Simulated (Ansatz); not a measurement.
The cluster Mg₅O₄⁺, relaxed as a doublet with UKS r2SCAN-D4/def2-SVP in Ansatz, starting from the GFN2-xTB geometry. Force threshold 0.02 eV/Å.

The structure holds 1 bond(s) between oxygen atoms. The charge 1 doublet is spin-contaminated (final ⟨S²⟩ up to 1.07, 0.75 for a pure state). The relaxation made no stability test and no search for a lower SCF solution. Another isomer (doublet) lies 4.62 eV lower at PBE0-D4/def2-TZVP; other spin states weren't run for this one.

Start:

```xyz
9

Mg    1.348    1.248   -2.473
Mg   -0.552    0.343    2.174
Mg   -0.587   -1.967    0.950
Mg   -1.376    0.441   -0.648
Mg    1.462   -0.076   -0.014
O     0.335    1.262   -0.816
O    -1.662   -0.436    0.871
O     0.779   -0.778    1.470
O     0.253   -0.036   -1.515
```

| step | energy (eV) | largest force component (eV/Å) | SCF passes |
| --- | --- | --- | --- |
| 1 | -35385.5678 | 2.885 | 45 |
| 2 | -35386.2758 | 1.820 | 33 |
| 3 | -35386.7055 | 0.326 | 32 |
| 4 | -35386.7276 | 0.269 | 32 |
| 5 | -35386.7500 | 0.094 | 28 |
| 6 | -35386.7533 | 0.087 | 26 |
| 7 | -35386.7546 | 0.017 | 28 |

Force components are those of the run's own axes.

End:

Cartesian coordinates in Å:
```
Mg 1.5612 1.2803 -2.5268
Mg -0.5324 0.3476 2.2331
Mg -0.6139 -2.0103 0.9704
Mg -1.5468 0.4182 -0.6727
Mg 1.6941 -0.0529 -0.0116
O 0.2335 1.3368 -0.8591
O -1.8006 -0.4481 0.9657
O 0.8235 -0.8212 1.4925
O 0.1815 -0.0504 -1.5914
```

By distances, no bond broke or formed. The bond that changes most is Mg5–O6, from 1.93 to 2.19 Å (atoms count from 1).

No frequencies were taken in this run, so the end may be a saddle point.

Hardware: 4 threads of Arm Neoverse V1 on a shared host. Wall time 72 s.
